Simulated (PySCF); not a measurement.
VF₄, SMILES [F][V]([F])([F])[F] (connectivity only; charge and spin as stated), neutral, multiplicity 2.

Geometry optimised at PBE0-D3(BJ)/def2-SVP. A frequency run showed that this geometry is not a minimum. The spin state was assumed, not searched. The isomer is the one that the SMILES or the coordinates give; other isomers of the formula were not compared.

Level of theory: TDA-B3LYP/def2-SVPD in PySCF.

Vertical excitations; the highest root listed may be one member of a degenerate set. 

Computed UV-visible absorptions:
| state | energy (eV) | λ (nm) | f | main pairs |
|---|---|---|---|---|
| root 1 | 0.25 | 5024 | 0.000 | α HOMO→LUMO 99 % |
| root 2 | 1.62 | 764 | 0.000 | α HOMO→LUMO+3 (degenerate set) |
| root 3 | 1.62 | 764 | 0.000 | α HOMO→LUMO+2 (degenerate set) |
| root 4 | 1.99 | 623 | 0.002 | α HOMO→LUMO+1 98 % |
| root 5 | 5.61 | 221 | 0.004 | α HOMO−1→LUMO 78 %, β HOMO−2→LUMO 19 % |
| root 6 | 5.75 | 216 | 0.002 | α HOMO−2→LUMO, β HOMO→LUMO (degenerate set) |
| root 7 | 5.75 | 216 | 0.002 | α HOMO−3→LUMO, β HOMO−1→LUMO (degenerate set) |
| root 8 | 6.22 | 199 | 0.000 | α HOMO−6→LUMO, β HOMO−1→LUMO (degenerate set) |
| root 9 | 6.22 | 199 | 0.000 | α HOMO−5→LUMO, β HOMO→LUMO (degenerate set) |
| root 10 | 6.25 | 198 | 0.000 | α HOMO−4→LUMO 95 % |
Unrestricted roots are not spin-pure.
